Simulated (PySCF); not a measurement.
**Electron correlation in Hg⁺ (mercury, charge +1)**

Starting occupation: [Xe] 4f14 5d10 6p1, 6p3/2 with m_j = +3/2. Computed with PySCF 2.14 in x2c-SVPall-2c with one added diffuse shell each of s, p, d type (8s11p10d2f, 105 functions), with X2C-1e with screened-nucleus spin-orbit coupling, Gaussian nucleus. Frozen: [Kr] 4d10 4f14; 19 electrons correlated; the 22 highest virtual spinors left out.

MP2 pair energies summed by pair of shells (mhartree):

| pair | energy | share (%) |
| --- | --- | --- |
| 5d3/2-5d5/2 | -97.80 | 32.7 |
| 5d5/2-5d5/2 | -71.72 | 24.0 |
| 5d3/2-5d3/2 | -29.46 | 9.8 |
| 5d5/2-5p3/2 | -19.91 | 6.7 |
| 5d3/2-5p3/2 | -13.80 | 4.6 |
| 5d5/2-6p3/2 | -11.49 | 3.8 |
| 5d5/2-5p1/2 | -9.61 | 3.2 |
| 5p3/2-5p3/2 | -8.03 | 2.7 |
| 5p1/2-5p3/2 | -7.48 | 2.5 |
| 5d3/2-6p3/2 | -6.79 | 2.3 |
| 5d3/2-5p1/2 | -6.13 | 2.0 |
| 5d5/2-5s1/2 | -4.77 | 1.6 |
| 5d3/2-5s1/2 | -3.22 | 1.1 |
| 5p3/2-5s1/2 | -2.86 | 1.0 |
| 5p1/2-5p1/2 | -2.08 | 0.7 |
| 5p1/2-5s1/2 | -1.38 | 0.5 |
| 5s1/2-5s1/2 | -1.37 | 0.5 |
| 5p3/2-6p3/2 | -0.91 | 0.3 |
| 5p1/2-6p3/2 | -0.31 | 0.1 |
| 5s1/2-6p3/2 | -0.05 | 0.0 |

Total MP2 correlation energy: -299.18 mhartree.

This basis was not built for core-valence correlation, so the inner-shell part is incomplete.
